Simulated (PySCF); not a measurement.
**Working with the constants of PbN**

PBE constants of PbN, ²Π (doublet), unpaired electrons π ↑ (PySCF, scalar-relativistic core potentials, basis sets Pb cc-pVDZ-PP with ECP60, N cc-pVDZ; masses 207.9766 and 14.0031 u):

| Quantity | Value |
| --- | --- |
| ωe | 590.7 cm⁻¹ |
| ωexe | 4.57 cm⁻¹ |
| Be | 0.29374 cm⁻¹ |
| αe | 0.00227 cm⁻¹ |
| De to Pb + N | 2.63 eV |

Question: What force constant and bond length do these constants imply?

Answer: Reduced mass μred = 13.120 u; k = 5.8918×10⁻⁷·μred·ωe² (u, cm⁻¹, mdyn/Å) = 2.70 mdyn/Å; Re = √(16.8576/(μred·Be)) (u, cm⁻¹, Å) = 2.091 Å.

Question: Estimate the centrifugal constant D from the Kratzer relation and find the Dunham coefficient a1.

Answer: D = 4Be³/ωe² = 2.91e-07 cm⁻¹; a1 = −1 − αeωe/(6Be²) = -3.59.

Spin–orbit coupling is left out, which matters for elements this heavy, above all for dissociation energies. The state was picked by a PBE0 search and need not be the measured ground state.
